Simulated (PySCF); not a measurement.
**Diatomics with 41 electrons**

PBE0 in PySCF with def2-SVPD on every atom (core potentials on Rb, Sr), for the lowest determinant that a PBE0 search found; no spin–orbit coupling. All have 41 electrons, 3 of them in the valence shells, and the same state, a doublet (σ ↑). For ions De leads to the atom and ion picked by measured ionisation energies and electron affinities.

| species | difference of nuclear charges | Re (Å) | ωe (cm⁻¹) | k (mdyn/Å) | De (eV) | dissociates to |
| --- | --- | --- | --- | --- | --- | --- |
| RbLi⁻ | 34 | 4.006 | 119 | 0.0536 | 0.70 | Rb + Li⁻ |
| NaZn | 19 | 3.136 | 106 | 0.112 | 0.21 | Na + Zn |
| SrLi | 35 | 3.640 | 174 | 0.116 | 0.34 | Sr + Li |
| RbB⁺ | 32 | 3.572 | 123 | 0.0874 | 0.30 | Rb⁺ + B |

Weak bonds: NaZn, RbB⁺, SrLi. Basis-set superposition, not corrected here, can be much of De in a small basis, most of all at correlated wavefunction levels. Functionals without a dispersion term scatter widely for such bonds, and LDA overbinds them. Spin–orbit coupling is left out. For an ion De counts to the pair picked by the measured ionisation energies or electron affinities, which need not be the lowest pair at this level. The highest Kohn–Sham level is positive in this anion. Much of that is self-interaction error, but it also means that the finite basis helps to hold the extra electron. States were picked by a PBE0 search and need not be the measured ground states.
